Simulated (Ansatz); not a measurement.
Reaction (formal exchange of groups at a C–O bond): `CCCCC(O)CC` + CH₄ → `CCCCC(C)CC` + H₂O

Isolated molecules relaxed with PBE0-D4/def2-TZVP in Ansatz; ΔE leaves out vibrations. CCSD(T)/CBS adds triple-zeta CCSD(T) − MP2 to the extrapolated MP2 energy (def2 sets, frozen cores). This one scheme is used for every species. Functionals use def2-TZVPP. Each species was taken in one conformer, which may not be the lowest.

`CCCCC(O)CC`:

Cartesian coordinates in Å:
```
C 0.881 -1.289 -3.151
C 0.571 -0.448 -1.925
C 0.756 -1.220 -0.628
C 0.554 -0.391 0.633
C -0.844 0.178 0.794
O -1.743 -0.919 0.729
C -1.025 0.946 2.095
C -0.186 2.208 2.198
H 1.915 -1.644 -3.135
H 0.233 -2.169 -3.195
H 0.737 -0.724 -4.076
H 1.214 0.441 -1.916
H -0.458 -0.080 -1.991
H 1.769 -1.640 -0.608
H 0.068 -2.070 -0.613
H 0.769 -1.008 1.513
H 1.268 0.438 0.642
H -1.046 0.868 -0.041
H -2.631 -0.588 0.884
H -2.086 1.216 2.183
H -0.809 0.270 2.930
H -0.437 2.773 3.098
H 0.881 1.983 2.241
H -0.352 2.865 1.339
```

CH₄:

Z-matrix (Å, degrees):
```
C
H 1 1.090
H 1 1.090 2 109.5
H 1 1.090 2 109.5 3 -120.0
H 1 1.090 2 109.5 3 120.0
```

`CCCCC(C)CC`:

Z-matrix (Å, degrees):
```
C
C 1 1.519
H 1 1.092 2 111.7
H 1 1.094 2 111.0 3 -120.2
H 1 1.094 2 111.1 3 120.3
C 2 1.521 1 112.7 3 179.7
H 2 1.095 1 109.3 3 57.4
H 2 1.097 1 109.7 3 -58.4
C 6 1.523 2 114.5 1 175.2
H 6 1.096 2 108.7 1 54.0
H 6 1.096 2 109.2 1 -60.5
C 9 1.529 6 116.5 2 58.3
H 9 1.097 6 108.6 2 -64.0
H 9 1.098 6 109.0 2 -178.9
C 12 1.522 9 109.4 6 -177.3
C 12 1.526 9 111.8 6 58.1
H 12 1.098 9 108.2 6 -60.2
H 15 1.093 12 110.9 9 53.9
H 15 1.091 12 112.2 9 174.2
H 15 1.095 12 110.7 9 -65.4
C 16 1.520 12 114.5 9 -176.5
H 16 1.098 12 108.7 9 60.5
H 16 1.094 12 109.0 9 -54.6
H 21 1.092 16 111.0 12 174.9
H 21 1.094 16 111.0 12 55.4
H 21 1.092 16 112.1 12 -65.0
```

H₂O:

Cartesian coordinates in Å:
```
O -0.250 0.234 -0.185
H -0.456 -0.534 0.353
H 0.707 0.300 -0.169
```

Is it downhill or uphill in electronic energy at CCSD(T)/CBS, and by how much? (Estimate.)

Computed: Downhill: ΔE = -0.29 eV.

What do these levels give: revPBE-D4, BLYP-D4, r2SCAN0-D4, ωB97M-V, r2SCAN, RPA@PBE/def2-TZVPP, CCSD(T)/def2-SVP, MP2/def2-TZVPP, SCS-MP2/def2-TZVPP, CCSD/def2-TZVPP, SCS-MP2/def2-QZVPP, HF/CBS(def2)? (An estimate is asked.)

Ansatz gave: revPBE-D4 -0.24, BLYP-D4 -0.15, r2SCAN0-D4 -0.20, ωB97M-V -0.20, r2SCAN -0.15, RPA@PBE/def2-TZVPP -0.22, CCSD(T)/def2-SVP -0.12, MP2/def2-TZVPP -0.32, SCS-MP2/def2-TZVPP -0.26, CCSD/def2-TZVPP -0.24, SCS-MP2/def2-QZVPP -0.28, HF/CBS(def2) -0.09 eV.

Largest T1 diagnostic among the species: 0.009.

From PBE to PBE0 (25 % exact exchange), in def2-TZVPP and without D4, ΔE moves by −0.04 eV. The D4 term adds −0.07 eV with B3LYP and −0.04 eV with PBE0; it sums over pairs of atoms, weighted by their polarisabilities, and B3LYP, whose exchange is more repulsive, gets the larger term. Leaving LDA and LC-ωPBE aside and taking each functional with its dispersion term where it has one, the values, not all of them listed here, spread over 0.10 eV, from PBE-QIDH to CAM-B3LYP-D4. LDA lies −0.05 eV from PBE without D4.

B3LYP here is the variant with VWN-RPA as its local correlation; programs differ in this.
